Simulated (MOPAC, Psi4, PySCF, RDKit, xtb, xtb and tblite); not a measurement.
Two geometries of SMILES s1c(ccc1)CCC#N (C₇H₇NS), singlet, relaxed at GFN2-xTB with one dihedral held; other torsions can differ between them too.

Structure A

```
16

N      1.8892     2.2861     0.9620
C      1.9979     1.3346     0.3377
C      2.1073     0.1208    -0.4271
C      1.1282    -0.9580     0.1076
C      0.1586    -1.3828    -0.9405
C     -1.1421    -1.0165    -1.0877
C     -1.7541    -1.5847    -2.2291
C     -0.9075    -2.3706    -2.9375
S      0.6568    -2.4392    -2.2266
H      1.8820     0.3541    -1.4716
H      3.1409    -0.2286    -0.3756
H      0.5716    -0.5591     0.9588
H      1.6992    -1.8213     0.4537
H     -1.6513    -0.3626    -0.4020
H     -2.7787    -1.4116    -2.5050
H     -1.0971    -2.9206    -3.8375
```

Structure B

```
16

N      1.8380     2.2799     0.9636
C      1.9563     1.3321     0.3361
C      2.0915     0.1236    -0.4363
C      1.1420    -0.9685     0.0950
C     -0.2791    -0.5250     0.0170
C     -1.0659    -0.0285     1.0072
C     -2.3552     0.3412     0.5588
C     -2.5282     0.1261    -0.7675
S     -1.1215    -0.5352    -1.5015
H      1.8510     0.3490    -1.4794
H      3.1294    -0.2152    -0.3794
H      1.3903    -1.1908     1.1354
H      1.2888    -1.8728    -0.4999
H     -0.7378     0.0746     2.0260
H     -3.1146     0.7504     1.2004
H     -3.3934     0.3125    -1.3718
```

Question: Which is lower in energy at the level B3LYP-D3(BJ)/def2-SVP // GFN2-xTB run with Psi4, and by how much?

Answer: B is lower, by 14.55 kJ/mol (dihedral C2–C3–C4–C5: 120° in A, 60° in B).

E(B) − E(A) in kJ/mol at the other levels, on the same two geometries: GFN2-xTB (xtb and tblite) -9.63; MMFF94 // GFN2-xTB (RDKit) -8.78; B3LYP/def2-SVP // GFN2-xTB (Psi4) -11.11; PBE/def2-SVP // GFN2-xTB (Psi4) -11.22; PBE-D3(BJ)/def2-SVP // GFN2-xTB (Psi4) -13.24; UFF // GFN2-xTB (RDKit) -15.14; PM7, restricted, heats of formation // GFN2-xTB (MOPAC) -4.13; AM1, restricted, heats of formation // GFN2-xTB (MOPAC) -2.08; GFN1-xTB // GFN2-xTB (xtb) -7.53; restricted B3LYP/6-31G*, spherical d, density fitting // GFN2-xTB (PySCF) -11.20; restricted B3LYP/6-311+G**, spherical d, density fitting // GFN2-xTB (PySCF) -9.45; restricted MP2 (frozen core)/3-21G // GFN2-xTB (PySCF) -17.30; restricted Hartree-Fock/6-31G*, spherical d, density fitting // GFN2-xTB (PySCF) -12.56.
